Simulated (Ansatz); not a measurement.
The cluster NaLi₄, relaxed as a doublet with UKS r2SCAN/def2-TZVP in Ansatz, starting from the GFN2-xTB geometry. Force threshold 0.02 eV/Å.

The charge 0 doublet is spin-contaminated (final ⟨S²⟩ up to 1.40, 0.75 for a pure state). The structure comes from a short search, and lower isomers may exist.

Start:

```xyz
5

Li    0.719    0.847    0.191
Li   -0.672   -1.403   -1.759
Li   -0.299   -1.916    0.810
Li   -2.173   -0.321   -0.141
Na    2.425    2.792    0.899
```

```
step  energy (eV)  largest force component (eV/Å)  SCF passes
   1   -5231.4464                           0.719         106
   2   -5231.7458                           0.272          79
   3   -5231.8207                           0.091          51
   4   -5231.8572                           0.059          86
   5   -5231.8892                           0.067          54
   6   -5231.9337                           0.092          65
   7   -5231.9870                           0.109         117
   8   -5232.0489                           0.110         133
   9   -5232.1157                           0.117         113
  10   -5232.1830                           0.103          79
  11   -5232.2377                           0.095          71
  12   -5232.2816                           0.090         111
  13   -5232.3185                           0.046         105
  14   -5232.3284                           0.044         112
  15   -5232.3304                           0.013         113
  16   -5232.3307                           0.009          59
```

Force components are those of the run's own axes.

End:

```csv
atom,x (Å),y (Å),z (Å)
Li1,0.692,0.619,-1.320
Li2,-1.061,-1.827,-1.491
Li3,0.753,-1.308,0.931
Li4,-1.572,0.606,0.276
Na5,1.188,1.910,1.604
```

Bonds formed: Li1–Li2, Li3–Na5, Li4–Na5 (atoms count from 1). Metal–metal contacts that move far: Li2–Li4 2.46 to 3.05 Å. The end is the same structure that another start reached, the lowest one found.

The force fell under the threshold at step 15, but the optimiser went on. No frequencies were taken in this run, so the end may be a saddle point.

It took 89 s on 4 threads of Arm Neoverse V1 on a shared host.
